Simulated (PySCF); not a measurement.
Level of theory: TPSSh-D3(BJ)/def2-TZVP // BP86-D3(BJ)/def2-SVP run with PySCF. Gas-phase values, no solvent. One relaxed conformer stands for a flexible species; it need not be the lowest. 

Reference species: [Nb(Cl)2(OH)3] (neutral, multiplicity 1).

The HOMO–LUMO gap is 4.86 eV and the HOMO comes out as -7.75 eV.

Changed species: [Nb(Cl)5] (0 of 5 Cl replaced by OH; the reference has 3 of 5 Cl replaced by OH).

**Question.** Give the shifts of the HOMO–LUMO gap and HOMO.

**Answer.** the HOMO–LUMO gap falls by 1.17 eV, to 3.69 eV; the HOMO falls by 0.76 eV, to -8.51 eV.
